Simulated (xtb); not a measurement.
C2H6Al (SMILES [CH3][Al+][CH3]), charge +1, singlet, at a GFN2-xTB geometry (such geometries of metal compounds can be far from the true shape). Base run: GFN2-xTB (xtb).

xtb was given this input:
```
$ xtb mol.xyz --gfn 2 --chrg 1 --json

# file mol.xyz
9

Al    -0.00000000     0.00000000    -0.00000000
C      1.50720605     0.20042735    -1.23909353
H      2.19275998    -0.66045124    -1.17828475
H      2.09155963     1.10777030    -1.01536712
H      1.16035750     0.27671081    -2.28248740
C     -1.50720605    -0.20042735     1.23909353
H     -2.07340287    -1.12374067     1.03486934
H     -2.20884983     0.64552472     1.15629899
H     -1.16242441    -0.24581393     2.28497092
```

Each row names what was changed in the base input (with any setting that the change needs).

```json
[
 {"change": "base", "ΔE vs base (kJ/mol)": "0.00", "HOMO-LUMO gap (eV)": "3.62", "SCF cycles": "11"},
 {"change": "etemp = 10000", "ΔE vs base (kJ/mol)": "-55.0", "HOMO-LUMO gap (eV)": "3.67", "SCF cycles": "11"},
 {"change": "etemp = 3000", "ΔE vs base (kJ/mol)": "-0.09", "HOMO-LUMO gap (eV)": "3.62", "SCF cycles": "11"},
 {"change": "acc = 30", "ΔE vs base (kJ/mol)": "0.00", "HOMO-LUMO gap (eV)": "3.62", "SCF cycles": "9"},
 {"change": "file = coord", "ΔE vs base (kJ/mol)": "0.00", "HOMO-LUMO gap (eV)": "3.62", "SCF cycles": "11"}
]
```
